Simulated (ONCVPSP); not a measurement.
**Pseudopotential generation for Hf (Z = 72): ONCV, LDA (Perdew-Wang 92), scalar-relativistic.**

hafnium (Hf), optimised norm-conserving Vanderbilt (ONCV), made with ONCVPSP 4.0.1 (LDA (Perdew-Wang 92), scalar-relativistic). Core [Kr] 4d10 4f14, reference 5s2 5p6 5d2 6s2. Waves: 5s+6s: rc 1.65 bohr, ncon 3, nbas 7, qcut 9.5 1/bohr, 2 projectors; 5p: rc 1.40 bohr, ncon 4, nbas 9, qcut 7 1/bohr, 2 projectors, debl 1 Ha; 5d: rc 0.55 bohr, ncon 4, nbas 8, qcut 20.6 1/bohr, 2 projectors, debl 3.1 Ha. Local part: polynomial inside 0.50 bohr (lpopt 5, dvloc0 0 Ha). Core correction: polynomial model core, fcfact 0.55.

(1) Is a potential produced?

Answers

(1) No. ONCVPSP 4.0.1 stopped with "ERROR pspot: first pseudo wave function has node, program will stop": the optimised pseudo-wave of the first projector has a node, so the radial equation cannot be inverted for a potential. The 5d radius of 0.55 bohr lies inside the outermost node of the all-electron wave at 0.67 bohr. It happened in the s channel.
